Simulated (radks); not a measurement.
Results of a calculation; reference values are marked as such.
Spherical quantum dot in the effective-mass picture: electrons in a well V = -V0 / (1 + exp((r - R)/a)) with V0 = 24.5, R = 2.13, a = 0.14, all in effective atomic units (hartree* = m*/eps^2 hartree, bohr* = eps/m* bohr), one dielectric constant everywhere. Level of theory: non-relativistic Kohn-Sham, PBEsol, spin-polarised, spherical densities (a radial shooting solver with Libxc functionals). Levels are named by radial order and angular momentum (1s, 1p, 1d, 2s, ...), and open shells are averaged over m.

N = 22, configuration 1s2 1p6 1d10 1f(up 4, down 0). This is the lowest configuration that the search found. Occupied and some empty levels:

| level | occupation | eigenvalue (hartree*) | <r> (bohr*) |
|---|---|---|---|
| 1s up | 1 | -9.5975 | 1.306 |
| 1s down | 1 | -9.5255 | 1.297 |
| 1p up | 3 | -8.8627 | 1.418 |
| 1p down | 3 | -8.7782 | 1.414 |
| 1d up | 5 | -7.7392 | 1.501 |
| 1d down | 5 | -7.6466 | 1.499 |
| 1f up | 4 | -6.2914 | 1.569 |
| 2s up | 0 | -6.2767 | 1.050 |
| 2s down | 0 | -6.2402 | 1.052 |
| 1f down | 0 | -6.1936 | 1.567 |
| 1g up | 0 | -4.5576 | 1.626 |
| 1g down | 0 | -4.4568 | 1.626 |
| 2p up | 0 | -4.4073 | 1.217 |
| 2p down | 0 | -4.3601 | 1.217 |
| 2d up | 0 | -2.3152 | 1.342 |
| 2d down | 0 | -2.2588 | 1.342 |

Energy (hartree*): total -319.214, kinetic 60.067, external -513.15, Hartree 150.04, exchange-correlation -16.167.

Electron density:

| r (bohr*) | n(r) (e/bohr*^3) |
|---|---|
| 0.212 | 0.1052 |
| 0.439 | 0.1690 |
| 0.666 | 0.3104 |
| 0.893 | 0.5505 |
| 1.12 | 0.8442 |
| 1.35 | 1.028 |
| 1.57 | 0.8851 |
| 1.80 | 0.4500 |
| 2.03 | 0.1076 |
| 2.26 | 0.01189 |
| 2.48 | 0.0008635 |
| 2.71 | 0.00005776 |
| 2.94 | 3.948e-06 |
